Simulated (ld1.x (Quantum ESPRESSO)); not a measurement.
Which change was made? (Ga, PAW)

* Element: gallium
* Generator: ld1.x (Quantum ESPRESSO) 7.5
* Type: PAW
* Functional: LDA (PZ)
* Relativity: fully relativistic
* Frozen core: [Ne] 3s2
* Valence charge: 19
* Reference configuration: 3p6 3d10 4s2 4p1
* Partial waves: 4s (bound): rcut 1.35, rcutus 1.80 bohr; 4s channel at -0.15 Ry: rcut 1.35, rcutus 1.80 bohr; 3p (bound): rcut 0.95, rcutus 1.00 bohr; 4p (bound): rcut 0.95, rcutus 1.00 bohr; 3d (bound): rcut 0.95, rcutus 1.15 bohr; 3d channel at 1.4 Ry: rcut 0.95, rcutus 1.15 bohr
* Local potential: all-electron potential smoothed inside 1.75 bohr (lloc = -1)
* Core correction: Bessel-smoothed model core inside 0.65 bohr
* Augmentation charge: GAUSS, radius 0.75 bohr

Open shells are filled in proportion to 2j + 1 (rel_dist='average').

Cutoffs, loose and tight: the cutoffs (Ry, on a coarse ladder) from which the occupation-weighted sum of valence levels, in a spherical-Bessel basis at the reference potential, stays within 10 and 1 mRy of its value at 400 Ry. They do not see the model core or the augmentation charge, which bear on the density cutoff. Test errors are all-electron minus pseudo excitation energies from the reference, over the configurations 3p6 3d10 4s2 4p0; 3p6 3d10 4s1 4p0; 3p6 3d10 4s0 4p0; 3p6 3d9 4s2 4p1; 3p6 3d10 4s1 4p1; 3p6 3d10 4s0 4p3; 3p6 3d9 4s2 4p2; variants that change the core or the reference have their own tests. The largest error is taken over the tests solved by every variant that gives reliable tests at all, those not shown here included: 3p6 3d10 4s0 4p0; 3p6 3d10 4s1 4p0; 3p6 3d10 4s2 4p0.

The base gives: outcome: generated; bound ghosts: not determined; largest test error (meV): +7.5.

**Question.** After one change the result is: outcome: generated; bound ghosts: not determined; largest test error (meV): +25. Which change was it?
A. local potential all-electron potential smoothed inside 0.90 bohr (lloc = -1)
B. local potential all-electron potential smoothed inside 0.76 bohr (lloc = -1)
C. local potential all-electron potential smoothed inside 1.06 bohr (lloc = -1)

**Answer.** C. The others give: local potential all-electron potential smoothed inside 0.76 bohr (lloc = -1) → outcome: generated; bound ghosts: not determined; largest test error (meV): +44 | local potential all-electron potential smoothed inside 0.90 bohr (lloc = -1) → outcome: generated; bound ghosts: not determined; largest test error (meV): +758.
